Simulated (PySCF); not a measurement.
Can point charges reproduce the dipole moment of `C/C=N/N[SiH3]`?

Coordinates (GFN2-xTB, Å) and charges (e) from the PBE0/pcSseg-1 density (PySCF):

```tsv
atom	x	y	z	Mulliken	IAO	Hirshfeld	ESP-fitted
C1	2.396	0.117	0.157	-0.2247	-0.4294	-0.1213	-0.4470
C2	0.910	0.123	0.076	-0.0702	-0.0432	+0.0048	+0.3491
N3	0.287	-0.939	-0.203	-0.2294	-0.1658	-0.1122	-0.4173
N4	-1.060	-0.963	-0.283	-0.4435	-0.5283	-0.1794	-0.3348
Si5	-2.229	0.300	-0.053	+0.5884	+0.7101	+0.3454	+0.4277
H6	2.814	0.819	-0.564	+0.1227	+0.1492	+0.0457	+0.1199
H7	2.720	0.426	1.150	+0.1227	+0.1492	+0.0457	+0.1199
H8	2.772	-0.880	-0.051	+0.1244	+0.1618	+0.0462	+0.1317
H9	0.403	1.074	0.266	+0.0939	+0.1014	+0.0343	+0.0253
H10	-1.364	-1.897	-0.517	+0.2070	+0.2843	+0.1233	+0.3061
H11	-3.488	-0.399	-0.283	-0.0993	-0.1133	-0.0702	-0.0921
H12	-2.020	1.381	-1.020	-0.0959	-0.1380	-0.0810	-0.0941
H13	-2.143	0.838	1.308	-0.0959	-0.1380	-0.0811	-0.0944
```

Problem. Form Σ q r in debye for every column and set it beside the full dipole.

Solution. The full density gives (-0.67, 0.68, 0.12) D, 0.96 D in size; dipole vectors point from the negative to the positive end.

```csv
scheme,μx,μy,μz,size (D),share of the full size (%),angle to the full dipole (°)
Mulliken,0.07,1.74,0.41,1.79,187,47
IAO,-1.16,0.83,0.13,1.44,150,10
Hirshfeld,-0.43,0.17,0.01,0.46,48,24
ESP-fitted,-0.66,0.68,0.11,0.95,99,0
```

Problem. Which set comes closest?

Solution. Length of the difference vector: ESP-fitted 0.01 D, IAO 0.52 D, Hirshfeld 0.57 D, Mulliken 1.33 D. Closest: ESP-fitted. The schemes that divide the density aren't constrained to reproduce the dipole.

Problem. What is left for the Hirshfeld atoms' own dipoles?

Solution. The Hirshfeld atoms' densities add up to the full density, so μ = Σ q r + Σ (atomic dipoles). The atomic dipoles sum to (-0.67, 0.68, 0.12) − (-0.43, 0.17, 0.01) = (-0.24, 0.51, 0.11) D, 0.57 D in size.

Problem. With the origin at the mean of the coordinates, (0.000, 0.000, -0.001) Å, which are the largest single terms, by size, of the Mulliken dipole along the direction of the full one?

Solution. Si5 +4.97, C1 +1.69, H8 -1.53, H12 -1.04, H13 -1.03 D; all 13 atoms together +1.23 D. The single terms depend on the origin, their sum doesn't.

Problem. Give the size of the full dipole in other units.

Solution. 0.96 D = 0.377 au = 0.199 e·Å = 3.20 × 10⁻³⁰ C·m.

One conformer (not necessarily the lowest) at the GFN2-xTB geometry, without solvent, vibrations or thermal averaging.

These values come from a run that also computed NMR shieldings. The run took 19 s wall on Arm Neoverse N1, one thread, shared host, and the process peaked at 0.62 GiB of memory.

Conformer computed: `[CH3:1]/[CH:2]=[N:3]/[NH:4][SiH3:5]`: C2–N3–N4–Si5 0°.
